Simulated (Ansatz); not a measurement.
Basis sets compared for the cluster Be2Cl4. Total charge 0; singlet. Geometry r2SCAN-D4/def2-SVP. Ansatz on 4 threads of Arm Neoverse N1 on a shared host; times are rough, and most runs start from earlier orbitals.

```xyz
6

Be    0.7799    1.0620   -0.1035
Be   -0.7783   -1.0634    0.1010
Cl   -0.9501    0.5930   -1.0753
Cl   -1.8683   -2.5391    0.2500
Cl    0.9563   -0.5986    1.0666
Cl    1.8603    2.5462   -0.2389
```

The structure comes from a short search, and lower isomers may exist.

Binding counts from free atoms (Be singlet, Cl doublet) in the same basis, without a counterpoise term.

| level | functions | energy (Eh) | HOMO (eV) | LUMO (eV) | binding per atom (eV) | wall time |
| --- | --- | --- | --- | --- | --- | --- |
| HF/STO-3G | 46 | -1847.6052 | -10.98 | 4.88 | 3.32 | 0.2 s |
| HF/def2-TZVP | 186 | -1867.6580 | -12.36 | 1.22 | 2.75 | 2.9 s |
| PBE-D4/def2-SVP | 90 | -1869.1886 | -7.69 | -1.43 | 3.52 | 1.1 s |
| PBE-D4/def2-TZVP (with forces) | 186 | -1869.8596 | -7.69 | -1.45 | 3.49 | 3.2 s |
| r2SCAN-D4/def2-TZVP | 186 | -1870.5385 | -8.06 | -1.03 | 3.52 | 6.5 s |
| PBE0-D4/def2-SVP | 90 | -1869.3550 | -9.14 | -0.64 | 3.46 | 1.6 s |
| PBE0-D4/def2-TZVP | 186 | -1870.0217 | -9.10 | -0.62 | 3.45 | 4.2 s |

Estimate the rows for PBE-D4/def2-TZVPD, r2SCAN-D4/def2-TZVPD, PBE0-D4/def2-TZVPD.


```
               level  functions  energy (Eh)  HOMO (eV)  LUMO (eV)  binding per atom (eV)  wall time
   PBE-D4/def2-TZVPD        228   -1869.8637      -7.77      -1.59                   3.49      4.3 s
r2SCAN-D4/def2-TZVPD        228   -1870.5410      -8.10      -1.15                   3.52      8.5 s
  PBE0-D4/def2-TZVPD        228   -1870.0249      -9.15      -0.76                   3.46        6 s
```
